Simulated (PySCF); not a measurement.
**C₆ coefficients of unlike pairs at B3LYP**

Calculated with PySCF 2.14 from the dipole response of each species, C₆(A,B) = (3/π) ∫ α_A(iu) α_B(iu) du, in atomic units, from isotropic polarisabilities. For ions this is the dispersion term alone; charge-induced terms of lower order in 1/R come first.

| species | configuration | basis | relativity | α (bohr³) | C₆ (like pair) |
| --- | --- | --- | --- | --- | --- |
| O | [He] 2s2 2p4 (3P) | aug-cc-pVTZ (5s4p3d2f) | none | 5.197 | 15.76 |
| Ar⁺ | [Ne] 3s2 3p5 (2P) | aug-cc-pCVQZ-DK (10s9p7d5f3g) | spin-free X2C | 7.018 | 31.64 |
| Sn²⁺ | [Kr] 4d10 5s2 (1S) | aug-cc-pVQZ-DK3 (9s8p6d3f2g) | spin-free X2C | 14.99 | 81.12 |

(1) Estimate C₆ for Sn²⁺ with O.

No spin-orbit coupling is included.

The other pairs:

```json
{"pair": "Sn²⁺, Ar⁺", "C₆": "49.44"}
{"pair": "Ar⁺, O", "C₆": "22.31"}
```

## Answers

(1) The integral gives 35.09. The combination rule 2 C_A C_B / (C_A α_B/α_A + C_B α_A/α_B) gives 34.75 and the geometric mean 35.76.
